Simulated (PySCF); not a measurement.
C$_{7}$H$_{5}$N, charge +1, doublet (typed; the unrestricted solution is spin-contaminated), at a GFN2-xTB geometry (a state made from the parent by changing its charge; the spin is typed, not shown lowest); MP2/def2-SVP in PySCF.

The PySCF input:
```python
from pyscf import gto, scf, mp

mol = gto.Mole()
mol.atom = '''
    N     3.09447207    0.54569994    0.08552880
    C     1.97027113    0.34405098    0.09827211
    C     0.58290560    0.10911407   -0.06534538
    C    -0.29752988    1.20037873    0.01070762
    C    -1.64940850    0.93943794    0.12467921
    C    -2.09840019   -0.37517664    0.00812351
    C    -1.22169602   -1.45682642   -0.06125818
    C     0.13389680   -1.21669448   -0.17684443
    H     0.07376209    2.21515404    0.03562928
    H    -2.34191656    1.75993276    0.25167831
    H    -3.15939126   -0.55266667   -0.14507906
    H    -1.58608738   -2.47460941   -0.07689969
    H     0.83209500   -2.03341530   -0.29403714
'''
mol.basis = 'def2-svp'
mol.charge = 1
mol.spin = 1
mol.verbose = 4
mol.build()

mf = scf.UHF(mol)
mf.kernel()

pt = mp.MP2(mf, frozen=8)
pt.kernel()
print('E(MP2) = %.10f' % pt.e_tot)
```

Q: Predict the main parts of the log of this PySCF run.

A: 
```
PySCF version 2.14.0

[INPUT] verbose = 4
[INPUT] num. atoms = 13
[INPUT] num. electrons = 53
[INPUT] charge = 1
[INPUT] spin (= nelec alpha-beta = 2S) = 1
[INPUT] symmetry False subgroup None
[INPUT] Mole.unit = angstrom
[INPUT] Symbol           X                Y                Z      unit          X                Y                Z       unit  Magmom
[INPUT]  1 N      3.094472070000   0.545699940000   0.085528800000 AA    5.847704712416   1.031223432792   0.161626007763 Bohr   0.0
[INPUT]  2 C      1.970271130000   0.344050980000   0.098272110000 AA    3.723272826837   0.650162125088   0.185707373583 Bohr   0.0
[INPUT]  3 C      0.582905600000   0.109114070000  -0.065345380000 AA    1.101531940475   0.206195708637  -0.123484871706 Bohr   0.0
[INPUT]  4 C     -0.297529880000   1.200378730000   0.010707620000 AA   -0.562249987075   2.268387045453   0.020234469246 Bohr   0.0
[INPUT]  5 C     -1.649408500000   0.939437940000   0.124679210000 AA   -3.116930332530   1.775280417626   0.235609560327 Bohr   0.0
[INPUT]  6 C     -2.098400190000  -0.375176640000   0.008123510000 AA   -3.965401658835  -0.708981097935   0.015351209070 Bohr   0.0
[INPUT]  7 C     -1.221696020000  -1.456826420000  -0.061258180000 AA   -2.308670885271  -2.753002944831  -0.115761183089 Bohr   0.0
[INPUT]  8 C      0.133896800000  -1.216694480000  -0.176844430000 AA    0.253028280956  -2.299219344470  -0.334187539355 Bohr   0.0
[INPUT]  9 H      0.073762090000   2.215154040000   0.035629280000 AA    0.139390148476   4.186034459324   0.067329581215 Bohr   0.0
[INPUT] 10 H     -2.341916560000   1.759932760000   0.251678310000 AA   -4.425580904984   3.325790914050   0.475603077393 Bohr   0.0
[INPUT] 11 H     -3.159391260000  -0.552666670000  -0.145079060000 AA   -5.970384201745  -1.044388644475  -0.274159689809 Bohr   0.0
[INPUT] 12 H     -1.586087380000  -2.474609410000  -0.076899690000 AA   -2.997270757829  -4.676334050172  -0.145319353164 Bohr   0.0
[INPUT] 13 H      0.832095000000  -2.033415300000  -0.294037140000 AA    1.572431659620  -3.842598014500  -0.555649665050 Bohr   0.0

nuclear repulsion = 301.605240449067
number of shells = 63
number of NR pGTOs = 227
number of NR cGTOs = 137
basis = def2-svp
ecp = {}

******** <class 'pyscf.scf.uhf.UHF'> ********
method = UHF
initial guess = minao
damping factor = 0
level_shift factor = 0
DIIS = <class 'pyscf.scf.diis.CDIIS'>
diis_start_cycle = 1
diis_space = 8
diis_damp = 0
SCF conv_tol = 1e-09
SCF conv_tol_grad = None
SCF max_cycles = 50
direct_scf = True
direct_scf_tol = 1e-13
number electrons alpha = 27  beta = 26
Set gradient conv threshold to 3.16228e-05
init E= -324.364612767731

cycle= 1 E= -321.643033223446  delta_E= 2.72  |g|= 0.56  |ddm|= 2.98
cycle= 2 E= -321.782375047614  delta_E= -0.139  |g|= 0.417  |ddm|= 0.944
cycle= 3 E= -321.861745315716  delta_E= -0.0794  |g|= 0.103  |ddm|=  0.5
cycle= 4 E= -321.869942432626  delta_E= -0.0082  |g|= 0.038  |ddm|= 0.175
cycle= 5 E= -321.871818656817  delta_E= -0.00188  |g|= 0.0197  |ddm|= 0.0728
cycle= 6 E= -321.872777615428  delta_E= -0.000959  |g|= 0.0146  |ddm|= 0.0417
cycle= 7 E= -321.873586238372  delta_E= -0.000809  |g|= 0.0105  |ddm|= 0.0472
cycle= 8 E= -321.874057074431  delta_E= -0.000471  |g|= 0.00848  |ddm|= 0.0343
cycle= 9 E= -321.874487374998  delta_E= -0.00043  |g|= 0.00649  |ddm|= 0.0376
cycle= 10 E= -321.874834829749  delta_E= -0.000347  |g|= 0.00449  |ddm|= 0.0425
cycle= 11 E= -321.875012930099  delta_E= -0.000178  |g|= 0.0027  |ddm|= 0.0375
cycle= 12 E= -321.875057053312  delta_E= -4.41e-05  |g|= 0.00184  |ddm|= 0.0152
cycle= 13 E= -321.875082004352  delta_E= -2.5e-05  |g|= 0.00106  |ddm|= 0.0141
cycle= 14 E= -321.875088967362  delta_E= -6.96e-06  |g|= 0.000634  |ddm|= 0.00679
cycle= 15 E= -321.875090976452  delta_E= -2.01e-06  |g|= 0.000421  |ddm|= 0.00353
cycle= 16 E= -321.875091779116  delta_E= -8.03e-07  |g|= 0.000346  |ddm|= 0.0018
cycle= 17 E= -321.875092431866  delta_E= -6.53e-07  |g|= 0.000318  |ddm|= 0.00141
cycle= 18 E= -321.87509310822  delta_E= -6.76e-07  |g|= 0.000298  |ddm|= 0.00155
cycle= 19 E= -321.875093776098  delta_E= -6.68e-07  |g|= 0.00029  |ddm|= 0.00154
cycle= 20 E= -321.875094717652  delta_E= -9.42e-07  |g|= 0.000275  |ddm|= 0.00231
cycle= 21 E= -321.87509663705  delta_E= -1.92e-06  |g|= 0.000247  |ddm|= 0.00518
cycle= 22 E= -321.875099426231  delta_E= -2.79e-06  |g|= 0.000182  |ddm|= 0.00974
cycle= 23 E= -321.875101236453  delta_E= -1.81e-06  |g|= 0.000112  |ddm|= 0.0108
cycle= 24 E= -321.875101574577  delta_E= -3.38e-07  |g|= 7.49e-05  |ddm|= 0.00422
cycle= 25 E= -321.875101670249  delta_E= -9.57e-08  |g|= 4.75e-05  |ddm|= 0.00211
cycle= 26 E= -321.875101698171  delta_E= -2.79e-08  |g|= 2.67e-05  |ddm|= 0.00138
cycle= 27 E= -321.87510170234  delta_E= -4.17e-09  |g|= 1.84e-05  |ddm|= 0.000323
cycle= 28 E= -321.875101704385  delta_E= -2.04e-09  |g|= 1.23e-05  |ddm|= 0.000155
cycle= 29 E= -321.875101705244  delta_E= -8.59e-10  |g|= 9.03e-06  |ddm|= 7.29e-05
Extra cycle  E= -321.875101705403  delta_E= -1.59e-10  |g|= 7.73e-06  |ddm|= 1.37e-05
converged SCF energy = -321.875101705403  <S^2> = 0.9644086  2S+1 = 2.2040042

******** <class 'pyscf.mp.ump2.UMP2'> ********
nocc = (np.int64(19), np.int64(18)), nmo = (129, 129)
frozen orbitals 8
E(UMP2) = -322.861674962249  E_corr = -0.986573256846779
E(SCS-UMP2) = -322.834169157596  E_corr = -0.959067452193373
E_corr(same-spin) = -0.259408218487801
E_corr(oppo-spin) = -0.727165038358977
E(MP2) = -322.8616749622
```
